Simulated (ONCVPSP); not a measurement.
# zinc (Zn): one change to an ONCV potential, before and after

ONCVPSP 4.0.1 input, shortened (lines: element, Z, core and valence counts, functional; n l f; lmax; l rc ep ncon nbas qcut; lloc lpopt rc5 dvloc0; l nproj debl; icmod fcfact rcfact), PBEsol, scalar-relativistic:

```
  Zn 30.00    3    4  -116133      upf
    1    0    2.00
    2    0    2.00
    2    1    6.00
    3    0    2.00
    3    1    6.00
    3    2   10.00
    4    0    2.00
    2
    0    1.10    0.00    3    7   12.60
    1    0.90    0.00    4    8   19.30
    2    1.35    0.00    4    9   14.00
    4    1    0.75    0.00
    0    3    1.80
    1    2    1.60
    2    2    2.10
    3    3.00    1.45
```

In the p channel the program set the typed energies aside and used -3.060, 0.250 Ha.

All-electron outer shells of the reference configuration (PBEsol, scalar-relativistic, ld1.x):

```json
{"shell": "2p", "level (eV)": "-1003.46", "outermost node (bohr)": "–", "outermost maximum (bohr)": "0.15"}
{"shell": "3s", "level (eV)": "-128.92", "outermost node (bohr)": "0.28", "outermost maximum (bohr)": "0.59"}
{"shell": "3p", "level (eV)": "-83.26", "outermost node (bohr)": "0.25", "outermost maximum (bohr)": "0.59"}
{"shell": "3d", "level (eV)": "-10.17", "outermost node (bohr)": "–", "outermost maximum (bohr)": "0.56"}
{"shell": "4s", "level (eV)": "-6.00", "outermost node (bohr)": "0.85", "outermost maximum (bohr)": "2.09"}
```

Change: p: rc 1.26.

Cutoffs: the cutoffs (Ha) at which the residual kinetic energy of the hardest occupied pseudo-wave falls to 1 and 0.1 mHa per electron; they do not see the model core or the augmentation charge, which bear on the density cutoff. Errors are all-electron minus pseudo energies relative to the spin-unpolarised reference configuration.

**Question.** What does the change do?

**Answer.** The potential gets harder (84 Ha and 111 Ha → 97 Ha and 112 Ha); a bound ghost appears in p, which as a rule spoils a file; of the 4 tests that both files solve, the error grows in 1 and shrinks in 0 by more than 15 % and 0.3 meV (median size 2.2 → 3.4 meV).

| quantity | base | changed |
| --- | --- | --- |
| cutoff, loose | 84 Ha | 97 Ha |
| cutoff, tight | 111 Ha | 112 Ha |
| loose cutoff by channel | s 51 Ha, p 84 Ha, d 67 Ha | s 51 Ha, p 97 Ha, d 67 Ha |
| bound ghosts | none | p |
| GHOST(+) flags under 300 eV | none | none |
| error for 3s2 3p6 3d10 4s1, meV [ΔE 9.90 eV] | +0.7 | +0.7 |
| error for 3s2 3p6 3d10 4s0, meV [ΔE 28.25 eV] | +5.9 | +6.1 |
| error for 3s2 3p6 3d9 4s0, meV [ΔE 68.76 eV] | +3.7 | +6.6 |
| error for 3s2 3p6 3d10 4s1.5, meV [ΔE 3.95 eV] | +0.1 | +0.1 |
| s: phases at 1.12 bohr within 0.05 rad from the reference energy up to (Ha; the scan ends near 5) | to the end of the scan | to the end of the scan |
| d: phases at 1.37 bohr within 0.05 rad from the reference energy up to (Ha; the scan ends near 5) | to the end of the scan | to the end of the scan |
| rms error of d²Exc/dni dnj with the model core, mHa | 0.97 | 0.88 |

 A true bound ghost makes a file unfit for plane-wave use even where its test errors are small: the radial tests pick states by their node count and pass the ghost by.
